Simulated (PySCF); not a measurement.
C₂H₇ClSi₂.

```xyz
12

Cl     2.2930     0.0015    -0.5250
Si     0.4848    -0.1109     0.4891
C     -0.7543    -1.4292    -0.1011
C     -2.0488    -0.6442     0.2396
Si    -1.4085     1.1501    -0.0133
H      0.8003    -0.2329     1.9444
H     -0.6907    -2.4377     0.3363
H     -0.6447    -1.5327    -1.1941
H     -2.9288    -0.9465    -0.3497
H     -2.3116    -0.7730     1.3035
H     -1.4723     1.5565    -1.4509
H     -1.9834     2.2318     0.8424
```
Charge 0, spin multiplicity 1.

Coordinates come from a PBE0-D3(BJ)/def2-SVP optimisation. The structure was generated by enumeration; whether it is a known compound was not checked.

Method: PBE/pcSseg-1 (PySCF). Non-relativistic, no solvent.

Problem. Give the absolute GIAO shielding of each atom: isotropic value and principal components (ppm). (Estimate from the structure and the level; the computed values follow.)

Solution. 
```
atom  σ(iso)    σ11    σ22    σ33   span
----  ------  -----  -----  -----  -----
Cl1    905.1  776.5  948.4  990.5  214.1
Si2    322.9  270.5  324.5  373.7  103.3
C3     155.1  125.7  161.9  177.6   51.9
C4     175.9  162.9  173.8  191.0   28.1
Si5    373.1  302.6  374.2  442.5  139.9
H6      25.5   21.5   24.8   30.1    8.6
H7      29.2   24.3   27.0   36.3   12.0
H8      29.5   26.5   28.3   33.6    7.1
H9      29.7   25.1   26.5   37.5   12.4
H10     30.3   26.7   27.6   36.5    9.8
H11     26.7   24.6   24.8   30.8    6.1
H12     26.5   22.9   24.1   32.4    9.5
```
